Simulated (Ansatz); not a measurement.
Reaction (homolysis of the C–Ga bond): `N[CH2][GaH2]` → `[CH2]N`• + `[GaH2]`•

Gas-phase electronic energies from Ansatz, PBE0-D4/def2-TZVP geometries. CBS: MP2 limit from def2 TZ/QZ plus the TZ coupled-cluster correction, frozen cores. No spin–orbit coupling; open shells (•) take unrestricted orbitals. For Ga outer-core shells are correlated without core-valence functions, which leaves a few kJ/mol of doubt a bond. Scalar relativity is left out up to krypton. One conformer a species, not always the lowest.

```
       species  CCSD(T)/CBS(def2) energy (Eh)
`N[CH2][GaH2]`                    -2020.26914
     `[CH2]N`•                      -95.09224
     `[GaH2]`•                    -1925.06595
```

Q: Work out ΔE.

A: ΔE = (-95.09224) + (-1925.06595) − (-2020.26914) = 0.11095 Eh = +3.02 eV.

Largest T1 diagnostic among the species: 0.016.

In def2-TZVPP, CCSD(T) changes the Hartree–Fock value by +1.11 eV (the triples alone add +0.08 eV) and MP2 by +1.26 eV; breaking electron pairs costs correlation energy, which Hartree–Fock lacks. From BLYP to BHLYP (50 % exact exchange), in def2-TZVPP and without D4, ΔE moves by +0.12 eV. The D4 term adds +0.12 eV with B3LYP and +0.06 eV with PBE0; it sums over pairs of atoms, weighted by their polarisabilities, and B3LYP, whose exchange is more repulsive, gets the larger term.

B3LYP here is the variant with VWN-RPA as its local correlation; programs differ in this.
